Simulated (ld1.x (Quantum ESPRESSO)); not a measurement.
Bi, TM: configuration errors across variants

bismuth (Bi), norm-conserving Troullier–Martins (Kleinman–Bylander form), made with ld1.x (Quantum ESPRESSO) 7.5 (PBE, scalar-relativistic). Core [Xe] 4f14 5d10, reference 6s2 6p3. Waves: 6s (bound): rc 1.65 bohr; 6p (bound): rc 2.60 bohr; 6d channel at 0.25 Ry: rc 2.40 bohr. Local part: all-electron potential smoothed inside 1.80 bohr (lloc = -2). Core correction: none.

All-electron excitation energies from the reference (eV): (1) 6s2 6p2 7.913; (2) 6s2 6p1 23.160; (3) 6s2 6p0 46.502; (4) 6s0 6p5 20.501; (5) 6s1 6p3 18.731; (6) 6s2 6p2.5 3.097; (7) 6s1 6p0 91.907.

Tests that are not counted but printed errors over 1 eV. “local potential all-electron potential smoothed inside 1.24 bohr (lloc = -2)”: 6s2 6p1 (solver errors, printed error -3.6 eV). “local potential all-electron potential smoothed inside 1.54 bohr (lloc = -2)”: 6s2 6p0 (solver errors, printed error -20.4 eV); 6s1 6p0 (solver errors, printed error -4.1 eV).

A true bound ghost makes a file unfit for plane-wave use even where its test errors are small: the radial tests pick states by their node count and pass the ghost by. Where a test does run into it, the solver fails or the error is huge.

Errors AE − PS in meV (a dash: test not solved or not reliable):

| change | (1) | (2) | (3) | (4) | (5) | (6) | (7) | bound ghosts |
| --- | --- | --- | --- | --- | --- | --- | --- | --- |
| base | +1.4 | +21 | +121 | +77 | +6.2 | -0.4 | +288 | none |
| local potential all-electron potential smoothed inside 1.04 bohr (lloc = -2) | -2.3 | +1.0 | +72 | +71 | -1.6 | -1.2 | +196 | s, p, d |
| local potential all-electron potential smoothed inside 1.24 bohr (lloc = -2) | -6.2 | – | +60 | +61 | -14 | -2.0 | +176 | s, p |
| local potential all-electron potential smoothed inside 1.54 bohr (lloc = -2) | -1.7 | -6.6 | – | +82 | +9.0 | -0.9 | – | s |
| local potential all-electron potential smoothed inside 1.76 bohr (lloc = -2) | +2.2 | +26 | +140 | +78 | +7.3 | -0.2 | +335 | none |
| local potential all-electron potential smoothed inside 2.02 bohr (lloc = -2) | -0.2 | +10 | +87 | +76 | +3.3 | -0.7 | +220 | d |
| local potential all-electron potential smoothed inside 2.30 bohr (lloc = -2) | -1.3 | +4.2 | +69 | +75 | +0.9 | -0.9 | +190 | d |
| local potential all-electron potential smoothed inside 2.48 bohr (lloc = -2) | -2.2 | -1.0 | +54 | +74 | -1.2 | -1.1 | +167 | d |
| local potential all-electron potential smoothed inside 2.82 bohr (lloc = -2) | -6.8 | -27 | -18 | +70 | -11 | -2.0 | +65 | d, s |

Problem. Give the same row for: local potential all-electron potential smoothed inside 3.04 bohr (lloc = -2).

Solution. +167, +691, –, +41, +364, +58, –; bound ghosts: d, p, s. Not counted: 6s2 6p0 (solver errors, printed error -20.4 eV); 6s1 6p0 (solver errors, printed error -4.1 eV).
